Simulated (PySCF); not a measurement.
PySCF input (CCSD(T)/cc-pVDZ):

```python
from pyscf import gto, scf, mp, cc as ccmod

mol = gto.M(
    atom='''
    O    -0.97212285   -0.60096692   -0.89102347
    S    -0.28491959   -0.07238097    0.31048704
    O    -0.04351813    1.39597307    0.20681504
    O     1.36688138   -0.65625544    0.11691911
    H     1.74879025    0.04809000   -0.42947801
    ''',
    basis='cc-pvdz',
    charge=-1,
    spin=0,
    verbose=4,
)

mf = scf.RHF(mol)
mf.conv_tol = 1e-10
mf.max_cycle = 100
mf.kernel()
mp2 = mp.MP2(mf, frozen=8).run()
cc = ccmod.CCSD(mf, frozen=8)
cc.max_cycle = 100
cc.kernel()
et = cc.ccsd_t()
print(f'E(CCSD(T)) = {cc.e_tot + et:.9f}')
```

End of the output:

```
Extra cycle  E= -622.65534241052  delta_E= -8.98e-12  |g|= 1.61e-06  |ddm|= 5.13e-06
converged SCF energy = -622.65534241052

******** <class 'pyscf.mp.mp2.RMP2'> ********
nocc = 13, nmo = 57
frozen orbitals 8
E(RMP2) = -623.357389821908  E_corr = -0.702047411387843
E(SCS-RMP2) = -623.329346273524  E_corr = -0.674003863003376
E_corr(same-spin) = -0.194368881533117
E_corr(oppo-spin) = -0.507678529854725

******** <class 'pyscf.cc.ccsd.CCSD'> ********
CC2 = 0
CCSD nocc = 13, nmo = 57
frozen orbitals 8
max_cycle = 100
direct = 0
conv_tol = 1e-07
conv_tol_normt = 1e-05
diis_space = 6
diis_start_cycle = 0
diis_start_energy_diff = 1e+09
Init t2, MP2 energy = -623.357389789919  E_corr(MP2) -0.702047379398859
Init E_corr(CCSD) = -0.702047379400144
cycle = 1  E_corr(CCSD) = -0.685788057166551  dE = 0.0162593222  norm(t1,t2) = 0.0831194
cycle = 2  E_corr(CCSD) = -0.708608184833978  dE = -0.0228201277  norm(t1,t2) = 0.0275928
cycle = 3  E_corr(CCSD) = -0.707390723557015  dE = 0.00121746128  norm(t1,t2) = 0.0188664
cycle = 4  E_corr(CCSD) = -0.710346766673552  dE = -0.00295604312  norm(t1,t2) = 0.00750703
cycle = 5  E_corr(CCSD) = -0.710551526862208  dE = -0.000204760189  norm(t1,t2) = 0.00219629
cycle = 6  E_corr(CCSD) = -0.710306628367851  dE = 0.000244898494  norm(t1,t2) = 0.000860226
cycle = 7  E_corr(CCSD) = -0.710274276337972  dE = 3.23520299e-05  norm(t1,t2) = 0.000238002
cycle = 8  E_corr(CCSD) = -0.710296030490484  dE = -2.17541525e-05  norm(t1,t2) = 9.17185e-05
cycle = 9  E_corr(CCSD) = -0.710295863788739  dE = 1.66701744e-07  norm(t1,t2) = 4.602e-05
cycle = 10  E_corr(CCSD) = -0.710295376887668  dE = 4.86901071e-07  norm(t1,t2) = 1.73231e-05
cycle = 11  E_corr(CCSD) = -0.7102952494022  dE = 1.27485469e-07  norm(t1,t2) = 6.19655e-06
cycle = 12  E_corr(CCSD) = -0.710294751808407  dE = 4.97593793e-07  norm(t1,t2) = 2.39235e-06
cycle = 13  E_corr(CCSD) = -0.710294639504936  dE = 1.12303471e-07  norm(t1,t2) = 1.01306e-06
cycle = 14  E_corr(CCSD) = -0.710294610841224  dE = 2.86637123e-08  norm(t1,t2) = 4.05683e-07
CCSD converged
E(CCSD) = -623.3656370213614  E_corr = -0.7102946108412238
CCSD(T) correction = -0.0208678885014237
E(CCSD(T)) = -623.386504910
```

It need not be the lowest isomer of its formula. Whether it binds its extra electron was not tested at this geometry.
